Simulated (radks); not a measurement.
The numbers below are computed, except where a source is named.
Ionisation of the magnesium ion Mg3+, [He] 2s2 2p5, to [He] 2s2 2p4 as the strength of local exchange is varied. Level of theory: scalar-relativistic Kohn-Sham, Slater X-alpha exchange (alpha = 2/3 is LDA exchange), no correlation, spin-polarised, spherical densities, finite nucleus; open shells are filled with parallel spins first; Fermi nuclear charge, rms radius 3.057 fm (a radial shooting solver on a logarithmic mesh with Libxc functionals).

| alpha | E(Mg3+) (hartree) | exchange (hartree) | IE (eV) | -e of the level emptied (eV) | <r> of it (bohr) |
|---|---|---|---|---|---|
| 0.557 | -192.70741 | -11.10066 | 103.65 | 88.814 (2p) | 0.6566 |
| 0.559 | -192.74728 | -11.14229 | 103.72 | 88.883 (2p) | 0.6564 |
| 0.667 | -194.90951 | -13.40937 | 107.47 | 92.648 (2p) | 0.6475 |
| 0.74 | -196.38151 | -14.96269 | 110.04 | 95.239 (2p) | 0.6416 |
| 0.792 | -197.43522 | -16.07947 | 111.90 | 97.108 (2p) | 0.6375 |
| 0.899 | -199.61692 | -18.40441 | 115.77 | 101.01 (2p) | 0.6293 |

NIST Atomic Spectra Database: 109.27 eV (semi-empirical). The Delta-SCF value meets it near alpha = 0.72. Open shells are spherical and high-spin; term and fine-structure splittings are not resolved.
